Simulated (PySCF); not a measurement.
**Working out the electron affinity of Rh**

Rh⁻ [Kr] 4d8 5s2 (3F) → Rh [Kr] 4d8 5s1 (4F). Calculation: PySCF 2.14, in aug-cc-pVDZ-PP with ECP28MDF (5s5p4d2f, 54 functions); scalar relativity through the core potential. Frozen: 4s2 4p6. Energies in hartree (1 hartree = 27.21139 eV):

| part | Rh⁻ (lower) | Rh (upper) |
| --- | --- | --- |
| UHF | -109.383732 | -109.387054 |
| MP2 opposite-spin | -0.151967 | -0.126344 |
| MP2 same-spin | -0.084543 | -0.080885 |

What does Hartree-Fock give?

(-109.387054) − (-109.383732) = -0.003322 hartree = -0.090 eV.

What do MP2 and SCS-MP2 (6/5 opposite-spin, 1/3 same-spin) give?

The opposite-spin parts differ by 0.697 eV and the same-spin parts by 0.100 eV. MP2: -0.090 + (0.697) + (0.100) = 0.707 eV. SCS-MP2: -0.090 + 1.2 × (0.697) + (0.100)/3 = 0.780 eV.

Reference: 1.143 eV (measured; photodetachment measurements, as compiled on the Wikipedia data page of electron affinities), between the lowest levels; spin-orbit coupling is absent from the calculation.

A double-zeta basis recovers only part of the correlation energy.

What remains against the reference includes basis incompleteness, the frozen core and correlation beyond second order.
